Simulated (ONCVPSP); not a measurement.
**Before and after: ONCV potential for Ar**

* Element: Ar (Z = 18)
* Generator: ONCVPSP 4.0.1
* Type: optimised norm-conserving Vanderbilt (ONCV)
* Functional: PBEsol
* Relativity: scalar-relativistic
* Frozen core: [He]
* Valence charge: 16
* Reference configuration: 2s2 2p6 3s2 3p6
* Partial waves: 2s+3s: rc 0.60 bohr, ncon 4, nbas 9, qcut 21.8 1/bohr, 2 projectors; 2p+3p: rc 0.60 bohr, ncon 4, nbas 8, qcut 22.5 1/bohr, 2 projectors; d scattering state at 0.03 Ha: rc 0.50 bohr, ncon 4, nbas 8, qcut 16.9 1/bohr, local
* Local potential: the d channel
* Core correction: Teter function, fcfact 3.75, rcfact 1.5

Change: s: rc 0.84.

Cutoffs: the cutoffs (Ha) at which the residual kinetic energy of the hardest occupied pseudo-wave falls to 1 and 0.1 mHa per electron; they do not see the model core or the augmentation charge, which bear on the density cutoff. Errors are all-electron minus pseudo energies relative to the spin-unpolarised reference configuration.

Task: What does the change do?

Result: The potential gets neither clearly harder nor softer (214 Ha and 238 Ha → 214 Ha and 238 Ha); the p channel sets the loose cutoff, while the largest relative change is in s, which becomes softer; of the 4 tests that both files solve, the error grows in 1 and shrinks in 0 by more than 15 % and 0.3 meV (median size 8.9 → 9.2 meV); neither file shows a bound ghost.

```tsv
quantity	base	changed
cutoff, loose	214 Ha	214 Ha
cutoff, tight	238 Ha	238 Ha
loose cutoff by channel	s 159 Ha, p 214 Ha	s 109 Ha, p 214 Ha
bound ghosts	none	none
GHOST(+) flags under 300 eV	none	none
error for 2s2 2p6 3s2 3p5, meV [ΔE 16.01 eV]	+1.9	+1.9
error for 2s2 2p6 3s2 3p4, meV [ΔE 44.62 eV]	+5.4	+5.6
error for 2s2 2p6 3s2 3p3, meV [ΔE 87.14 eV]	+12	+13
error for 2s1 2p6 3s2 3p6, meV [ΔE 314.17 eV]	-316	-563
p: phases at 0.61 bohr within 0.05 rad from the reference energy up to (Ha; the scan ends near 5)	to the end of the scan	to the end of the scan
d: phases at 0.51 bohr within 0.05 rad from the reference energy up to (Ha; the scan ends near 5)	to the end of the scan	to the end of the scan
rms error of d²Exc/dni dnj with the model core, mHa	2.68	2.76
```
